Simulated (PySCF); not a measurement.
PySCF job for 1,1,1,3,3,3-hexafluoropropan-2-yl 2-fluoroprop-2-enoate (C6H3F7O2), SMILES C=C(F)C(=O)OC(C(F)(F)F)C(F)(F)F, C-PCM-M06-2X/def2-SVP. The structure is a stationary point at PBE-D3(BJ)/def2-SVP. One conformer was computed; it need not be the lowest.

```python
import numpy as np
from pyscf import gto, scf, dft
from pyscf.solvent import pcm

mol = gto.M(
    atom='''
    C     4.19182916    0.33774673   -0.00000000
    C     2.98188701   -0.24695711    0.00000000
    F     2.82565867   -1.57608070   -0.00000000
    C     1.71865319    0.55059391    0.00000000
    O     1.66476969    1.76192529   -0.00000000
    O     0.62410010   -0.27603022   -0.00000000
    C    -0.63875104    0.37093157   -0.00000001
    C    -1.36978338   -0.01277054    1.29756225
    F    -1.59761461   -1.33354235    1.38378399
    F    -2.55051028    0.63126495    1.37665330
    F    -0.61206043    0.35438781    2.35165567
    C    -1.36978337   -0.01277054   -1.29756225
    F    -2.55051028    0.63126494   -1.37665330
    F    -1.59761461   -1.33354235   -1.38378398
    F    -0.61206043    0.35438781   -2.35165567
    H     4.24918518    1.43370361    0.00000000
    H     5.10839922   -0.26761470    0.00000000
    H    -0.50044436    1.47284536   -0.00000000
    ''',
    basis='def2-SVP',
    charge=0,
    spin=0,
    max_memory=1600,
    verbose=3,
)
mf = dft.RKS(mol, xc='m06-2x').density_fit(auxbasis='def2-universal-jkfit')
mf.grids.level = 4
mf.conv_tol = 1e-9
mf.max_cycle = 100
mf.kernel()
res = {}
for name, eps in {'water': 78.355, 'diethylether': 4.24, 'benzene': 2.2706}.items():
    s = mf.PCM()
    s.with_solvent.method, s.with_solvent.eps, s.with_solvent.lebedev_order = 'C-PCM', eps, 17
    s.kernel(mf.make_rdm1())
    res[name] = (s.e_tot, eps, s.dip_moment(), s.mo_energy, s.converged)
    print(f'{name}: electrostatic solvation free energy {(s.e_tot - mf.e_tot) * 627.509474:.3f} kcal/mol')
```

Output:

```
converged SCF energy = -1078.5964921728

WARN: PCM is an experimental feature. It is still in testing.
Features and APIs may be changed in the future.

converged SCF energy = -1078.60501004358
Dipole moment(X, Y, Z, Debye):  2.91235,  1.23902, -0.00000
water: electrostatic solvation free energy -5.345 kcal/mol

WARN: PCM is an experimental feature. It is still in testing.
Features and APIs may be changed in the future.

converged SCF energy = -1078.60294040356
Dipole moment(X, Y, Z, Debye):  2.78312,  1.14888, -0.00000
diethylether: electrostatic solvation free energy -4.046 kcal/mol

WARN: PCM is an experimental feature. It is still in testing.
Features and APIs may be changed in the future.

converged SCF energy = -1078.60112358994
Dipole moment(X, Y, Z, Debye):  2.67573,  1.07546, -0.00000
benzene: electrostatic solvation free energy -2.906 kcal/mol
```

Self-consistency was reached.
